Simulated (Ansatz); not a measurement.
One change: `CN(C)N[SiH3]` becomes `CN(C)BF`.

Ansatz, PBE0-D4/def2-TZVP geometries, multiplicity 1. Each molecule was computed in one conformer, which needn't be the lowest.

```tsv
property	`CN(C)N[SiH3]`
HOMO energy (PBE0/def2-TZVPP) / eV	-6.68
size of the dipole moment (B3LYP/def2-TZVPP) / D	1.69
HOMO–LUMO gap (B3LYP/def2-TZVPP) / eV	6.80
HOMO energy (ωB97M-V/def2-TZVPP) / eV	-9.03
HOMO energy (PBE/def2-TZVPP) / eV	-5.32
LUMO energy (ωB97M-V/def2-TZVPP) / eV	2.12
```

(1) What does the change do to each property? (Best estimate.)

Answers

(1) Ansatz gave: 
```json
{"property": "HOMO energy (PBE0/def2-TZVPP) / eV", "`CN(C)BF`": "-7.32", "shift": "-0.64"}
{"property": "size of the dipole moment (B3LYP/def2-TZVPP) / D", "`CN(C)BF`": "2.37", "shift": "0.68"}
{"property": "HOMO–LUMO gap (B3LYP/def2-TZVPP) / eV", "`CN(C)BF`": "7.63", "shift": "0.83"}
{"property": "HOMO energy (ωB97M-V/def2-TZVPP) / eV", "`CN(C)BF`": "-9.62", "shift": "-0.59"}
{"property": "HOMO energy (PBE/def2-TZVPP) / eV", "`CN(C)BF`": "-6.02", "shift": "-0.70"}
{"property": "LUMO energy (ωB97M-V/def2-TZVPP) / eV", "`CN(C)BF`": "2.38", "shift": "0.26"}
```

With PBE0 the HOMO falls by 0.64 eV and the LUMO rises by 0.22 eV, so the gap widens by about 0.86 eV. PBE moves the HOMO by -0.70 eV and ωB97M-V by -0.59 eV. Dipoles are sizes alone; their direction can turn.

Positive LUMOs are unbound, so they and the gaps depend on the basis.

B3LYP here is the variant with VWN-RPA as its local correlation; programs differ in this.
